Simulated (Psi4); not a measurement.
C$_{4}$H$_{3}$S (SMILES [c-]1ccsc1), charge -1, singlet, at a GFN2-xTB geometry (a gas-phase anion, which may not be bound at this level); CCSD/STO-3G run with Psi4.

Input for Psi4:
```
memory 2 GB

molecule mol {
-1 1
S    -0.005375   -0.048157    1.218419
C     0.019862    1.307726   -0.163200
C    -0.016961   -1.175655   -0.087082
C     0.017210    0.812955   -1.371054
C    -0.004057   -0.620932   -1.325629
H     0.032994    2.305663    0.240934
H    -0.033413   -2.229529    0.160926
H    -0.009908   -1.250181   -2.214778
}

set {
  basis sto-3g
  reference rhf
}

energy('ccsd')
print_variables()
```

The log (banner, timings and long lists left out):

```
   => Loading Basis Set <=

    Name: STO-3G
    Role: ORBITAL
    Keyword: BASIS

         ---------------------------------------------------------
                                   SCF
               by Justin Turney, Rob Parrish, Andy Simmonett
                          and Daniel G. A. Smith
                              RHF Reference
         ---------------------------------------------------------

  ==> Geometry <==

    Molecular point group: c1
    Full point group: C1

    Geometry (in Angstrom), charge = -1, multiplicity = 1:

       Center              X                  Y                   Z               Mass
    ------------   -----------------  -----------------  -----------------  -----------------
         S           -0.005500191155    -0.062208537284     1.197156475374    31.972071174400
         C            0.019736808845     1.293674462716    -0.184462524626    12.000000000000
         C           -0.017086191155    -1.189706537284    -0.108344524626    12.000000000000
         C            0.017084808845     0.798903462716    -1.392316524626    12.000000000000
         C           -0.004182191155    -0.634983537284    -1.346891524626    12.000000000000
         H            0.032868808845     2.291611462716     0.219671475374     1.007825032230
         H           -0.033538191155    -2.243580537284     0.139663475374     1.007825032230
         H           -0.010033191155    -1.264232537284    -2.236040524626     1.007825032230

  Running in c1 symmetry.

  Rotational constants: A =      0.27509  B =      0.17395  C =      0.10657 [cm^-1]
  Rotational constants: A =   8246.97774  B =   5214.90845  C =   3194.74057 [MHz]
  Nuclear repulsion =  188.720438648275575

  Charge       = -1
  Multiplicity = 1
  Electrons    = 44
  Nalpha       = 22
  Nbeta        = 22

  ==> Algorithm <==

  SCF Algorithm Type is PK.
  DIIS enabled.
  MOM disabled.
  Fractional occupation disabled.
  Guess Type is SAD.
  Energy threshold   = 1.00e-08
  Density threshold  = 1.00e-08
  Integral threshold = 1.00e-12

  ==> Primary Basis <==

  Basis Set: STO-3G
    Blend: STO-3G
    Number of shells: 20
    Number of basis functions: 32
    Number of Cartesian functions: 32
    Spherical Harmonics?: true
    Max angular momentum: 1

  ==> Integral Setup <==

  Using in-core PK algorithm.
   Calculation information:
      Number of atoms:                   8
      Number of AO shells:              20
      Number of primitives:             60
      Number of atomic orbitals:        32
      Number of basis functions:        32

      Integral cutoff                 1.00e-12
      Number of threads:                 1

  Performing in-core PK
  Using 279312 doubles for integral storage.
  We computed 19826 shell quartets total.
  Whereas there are 22155 unique shell quartets.

  ==> DiskJK: Disk-Based J/K Matrices <==

    J tasked:                  Yes
    K tasked:                  Yes
    wK tasked:                  No
    Schwarz Cutoff:          1E-12

  Minimum eigenvalue in the overlap matrix is 1.7126838197E-01.
  Reciprocal condition number of the overlap matrix is 7.0809334887E-02.
    Using symmetric orthogonalization.

  ==> Pre-Iterations <==

  SCF Guess: Superposition of Atomic Densities via on-the-fly atomic UHF (no occupation information).

   -------------------------
    Irrep   Nso     Nmo
   -------------------------
     A         32      32
   -------------------------
    Total      32      32
   -------------------------

  ==> Iterations <==

                        Total Energy        Delta E     RMS |[F,P]|

   @RHF iter SAD:  -541.29757037936918   -5.41298e+02   0.00000e+00
   @RHF iter   1:  -544.18188252059599   -2.88431e+00   9.89258e-03 ADIIS/DIIS
   @RHF iter   2:  -544.23798964318303   -5.61071e-02   5.73092e-03 ADIIS/DIIS
   @RHF iter   3:  -544.25881824923727   -2.08286e-02   1.06546e-03 ADIIS/DIIS
   @RHF iter   4:  -544.26063368549535   -1.81544e-03   4.89526e-04 ADIIS/DIIS
[...]
  @RHF Final Energy:  -544.26115232738368
    Total Energy =                       -544.2611523273836838
[...]
    SCS-MP2         =     False
    SCSN-MP2        =     False
    SCS-CCSD        =     False

MP2 correlation energy -0.2597495587747896
                Solving CC Amplitude Equations
                ------------------------------
  Iter             Energy              RMS        T1Diag      D1Diag    New D1Diag    D2Diag
  ----     ---------------------    ---------   ----------  ----------  ----------   --------
     0        -0.259749558774790    0.000e+00    0.000000    0.000000    0.000000    0.174596
     1        -0.286111548462491    9.018e-02    0.008388    0.037608    0.037608    0.199237
     2        -0.303028618926766    3.824e-02    0.011086    0.050772    0.050772    0.220279
     3        -0.308552635049522    1.888e-02    0.013841    0.065863    0.065863    0.231430
     4        -0.309347642133893    7.098e-03    0.015020    0.073518    0.073518    0.236471
     5        -0.309402220365834    2.361e-03    0.015357    0.076064    0.076064    0.237201
     6        -0.309358659417767    9.883e-04    0.015481    0.077074    0.077074    0.237031
     7        -0.309362151541939    3.754e-04    0.015535    0.077495    0.077495    0.236908
     8        -0.309370159106562    1.342e-04    0.015552    0.077597    0.077597    0.236861
     9        -0.309368244015343    5.571e-05    0.015558    0.077632    0.077632    0.236835
    10        -0.309367078073146    2.138e-05    0.015560    0.077643    0.077643    0.236823
    11        -0.309367031088046    5.833e-06    0.015561    0.077645    0.077645    0.236821
    12        -0.309367130266488    2.380e-06    0.015561    0.077646    0.077646    0.236821
    13        -0.309367220902826    9.707e-07    0.015561    0.077647    0.077647    0.236821
    14        -0.309367261880859    4.127e-07    0.015561    0.077647    0.077647    0.236821
    15        -0.309367269896790    1.752e-07    0.015561    0.077647    0.077647    0.236821
    16        -0.309367272016799    7.130e-08    0.015561    0.077647    0.077647    0.236821

    Iterations converged.

    Largest TIA Amplitudes:
             21   1         0.0598938772
             20   0        -0.0388223246
             19   0        -0.0355644741
             20   2        -0.0353204306
             18   1         0.0340735893
             18   3         0.0182853387
             21   4         0.0148962936
             16   2         0.0141298603
             21   3         0.0134791724
             17   1        -0.0120506991

    Largest TIjAb Amplitudes:
     20  20   0   0        -0.1212632054
     20  20   2   2        -0.0690941600
     19  19   0   0        -0.0621045666
     16  16   0   0        -0.0611999917
     18  18   1   1        -0.0524747399
     16  20   0   2         0.0508767201
     20  16   2   0         0.0508767201
     16  20   0   0        -0.0461567399
     20  16   0   0        -0.0461567399
     19  20   0   2        -0.0448736636

    SCF energy       (wfn)                    = -544.261152327383684
    Reference energy (file100)                = -544.261152327383797

    Opposite-spin MP2 correlation energy      =   -0.206507638364177
    Same-spin MP2 correlation energy          =   -0.053241920410613
    Singles MP2 correlation energy            =   -0.000000000000000
    MP2 correlation energy                    =   -0.259749558774790
      * MP2 total energy                      = -544.520901886158640

    Opposite-spin CCSD correlation energy     =   -0.263113872126178
    Same-spin CCSD correlation energy         =   -0.046253399890621
    Singles CCSD correlation energy           =    0.000000000000000
    CCSD correlation energy                   =   -0.309367272016799
      * CCSD total energy                     = -544.570519599400541

  Variable Map:
  ----------------------------------------------------------------------------
[...]
  Array Variable Map:
  ----------------------------------------------------------------------------
[...]
[...]
```
